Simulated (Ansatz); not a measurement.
# A van 't Hoff estimate for C3H5F3 + GeH2(CH3)I ⇌ C2H2F3I + GeH2(CH3)2

Gas-phase species: C3H5F3 (1,1,1-trifluoropropane) `CCC(F)(F)F`, singlet; GeH2(CH3)I, singlet; C2H2F3I (1,1,1-trifluoro-2-iodoethane) `FC(F)(F)CI`, singlet; GeH2(CH3)2, singlet. The partners trade CH3 for I: C–CH3 and Ge–I bonds give way to C–I and Ge–CH3.

The electronic reaction energy at CCSD(T)/def2-TZVPP is +121.5 kJ/mol. Shapes: PBE0-D4/def2-TZVP. Programs: Ansatz 0.2.0. Enthalpy and entropy come from rigid-rotor, harmonic-oscillator sums on unscaled PBE0-D4/def2-TZVP wavenumbers, ideal gases at 1 bar. Symmetry numbers: C3H5F3 1, GeH2(CH3)I 1, C2H2F3I 1, GeH2(CH3)2 2. R = 8.3145 J/(mol K).

| T (K) | ΔH (kJ/mol) | ΔS (J/(mol K)) |
| --- | --- | --- |
| 700 | +117.1 | +5.2 |
| 1000 | ? | ? |
| 1300 | +118.9 | +7.2 |

Question: Work out ln K at 700 and 1300 K, and from these estimate it at 1000 K.

Answer: 
1. 700 K: ΔG = +117.1 − 700 × (+5.2)/1000 = +113.5 kJ/mol; ln K = −ΔG/RT = -19.50.
2. 1300 K: ΔG = +118.9 − 1300 × (+7.2)/1000 = +109.5 kJ/mol; ln K = −ΔG/RT = -10.13.
3. Slope against 1000/T: (-10.13 − (-19.50))/(0.7692 − 1.4286) = -14.21, that is −ΔH/R with ΔH near +118 kJ/mol.
4. 1000 K: ln K = -19.50 + (-14.21) × (1.0000 − 1.4286) = -13.41.

The full sums give ΔH = +118.2 kJ/mol, ΔS = +6.5 J/(mol K), ΔG = +111.7 kJ/mol and ln K = -13.43 at 1000 K, so the line is off by +0.02 in ln K; without rounding the miss is +0.02, from the change of ΔH with temperature. The reactants are favoured over this whole range. An error of 10 kJ/mol in the energy moves ln K by 1.2 at 1000 K. Soft modes are treated as harmonic, which can err either way at these temperatures; the lowest are those of C3H5F3 (105 cm⁻¹), GeH2(CH3)I (138 cm⁻¹), C2H2F3I (84 cm⁻¹), GeH2(CH3)2 (126 cm⁻¹). Other reactions of these species are left aside. For atoms past krypton def2 sets carry core potentials with scalar relativity. Relativity is left out for Ge. Outer-core shells of Ge, I are correlated, in sets that cover them unevenly.
